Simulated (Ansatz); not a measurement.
Gas-phase electronic energies from Ansatz, PBE0-D4/def2-TZVP geometries. CCSD(T)/CBS adds triple-zeta CCSD(T) − MP2 to the extrapolated MP2 energy (def2 sets, frozen cores). This one scheme is used for every species. Functionals use def2-TZVPP. B3LYP here is the variant with VWN-RPA as its local correlation; programs differ in this. Triplets are unrestricted, without spin–orbit coupling. One conformer a species, not always the lowest.

Reaction (formal loss of a carbene): `NC[SiH2]N` → `[CH2]` (triplet) + `N[SiH2]N`

```
             level  ΔE (kcal/mol)  difference from CCSD(T)/CBS
            PBE-D4           81.1                          4.1
         r2SCAN-D4           72.0                         -5.0
           PBE0-D4           78.2                          1.2
          B3LYP-D4           76.1                         -0.9
           ωB97X-V           80.8                          3.8
               PBE           79.4                          2.4
            r2SCAN           71.5                         -5.5
              PBE0           76.7                         -0.3
     HF/def2-TZVPP           40.7                        -36.3
   CCSD/def2-TZVPP           72.0                         -5.0
CCSD(T)/def2-TZVPP           74.9                         -2.1
     HF/def2-QZVPP           40.4                        -36.6
    MP2/def2-QZVPP           77.9                          0.9
SCS-MP2/def2-QZVPP           78.6                          1.6
      HF/CBS(def2)           40.4                        -36.6
    CCSD/CBS(def2)           74.1                         -2.9
       CCSD(T)/CBS           77.0                            0
```

Largest T1 diagnostic among the species: 0.011.

The D4 term adds +2.7 kcal/mol with B3LYP and +1.4 kcal/mol with PBE0; it sums over pairs of atoms, weighted by their polarisabilities, and B3LYP, whose exchange is more repulsive, gets the larger term. In def2-TZVPP, CCSD(T) changes the Hartree–Fock value by +34.3 kcal/mol (the triples alone add +2.9 kcal/mol) and MP2 by +36.1 kcal/mol.
